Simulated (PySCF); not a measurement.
**Interval between two levels of Hf by level of theory**

Hf [Xe] 4f14 5d2 6s2 [3F4, M_J = 4] → Hf [Xe] 4f14 5d1 6s2 6p1 [3F4, M_J = 4], as a difference of total energies. Computed with PySCF 2.14 in x2c-TZVPall-2c with one added diffuse shell each of s, p, d type (12s12p11d2f, 117 functions), with the two-component X2C-1e Hamiltonian. Correlated levels: [Kr] 4d10 4f14 frozen; the 34 highest virtual spinors dropped. "Screened" scales the spin-orbit matrix elements by Boettger's factors to mimic the two-electron term; Breit and QED terms are absent.

```csv
method,interval between two levels (cm⁻¹),error (cm⁻¹)
GHF (screened spin-orbit),9665.6,-3992
GMP2 (screened spin-orbit),13983,+326
```

Reference: 13657 cm⁻¹ (measured; NIST Handbook of Basic Atomic Spectroscopic Data (Sansonetti and Martin, J. Phys. Chem. Ref. Data 34, 1559 (2005))).

Errors of the correlated levels include the incompleteness of this basis and the frozen core.

The labels give the starting determinants; with spin-orbit coupling the two ends relaxed to ⟨J²⟩ = 20.17, ⟨L²⟩ = 12.35, ⟨S²⟩ = 2.12 and ⟨J²⟩ = 22.57, ⟨L²⟩ = 14.65, ⟨S²⟩ = 2.84.

The determinant of the upper state mixes levels of different J (the jj label is only the starting occupation), so the difference between spin-free and spin-orbit rows is not the physical spin-orbit shift.
